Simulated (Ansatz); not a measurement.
Computed with Ansatz.

CH₆OSi₂, SMILES `O[SiH]1C[SiH2]1`. The species carries charge 0 and has multiplicity 1. Geometry: relaxed with PBE0-D4/def2-TZVP. It is one conformer, not always the lowest.

```xyz
10

O     0.829   -0.260   -1.880
Si   -0.102    0.222   -0.623
C     0.745    0.373    0.964
Si   -0.510   -1.056    1.495
H     0.398   -0.574   -2.677
H    -1.150    1.187   -1.013
H     1.784    0.051    0.972
H     0.603    1.307    1.500
H    -1.706   -0.101    1.485
H    -0.891   -1.147   -0.223
```

Problem. What is the dipole moment at ωB97M-V/def2-TZVPP? (Best estimate.)

Solution. The calculation gave: 2.31 D, with components (-0.23, 0.91, -2.11) D in this frame, pointing from negative to positive charge.

Problem. And with PBE, r2SCAN, B3LYP? (Estimate.)

Solution. The calculation gave: PBE 2.26 D, r2SCAN 2.40 D, B3LYP 2.28 D.

Problem. Give the Mulliken charges with ωB97M-V, PBE, B3LYP in def2-TZVPP. (Estimate.)

Solution. The calculation gave: 
| atom | ωB97M-V | PBE | B3LYP |
| --- | --- | --- | --- |
| O1 | -0.37 | -0.34 | -0.38 |
| Si2 | 0.46 | 0.40 | 0.51 |
| C3 | -0.42 | -0.28 | -0.35 |
| Si4 | -0.01 | -0.03 | 0.05 |
| H5 | 0.18 | 0.19 | 0.19 |
| H6 | -0.02 | -0.06 | -0.06 |
| H7 | 0.13 | 0.11 | 0.12 |
| H8 | 0.13 | 0.11 | 0.11 |
| H9 | -0.05 | -0.06 | -0.09 |
| H10 | -0.04 | -0.04 | -0.09 |

B3LYP here is the variant with VWN-RPA as its local correlation; programs differ in this.
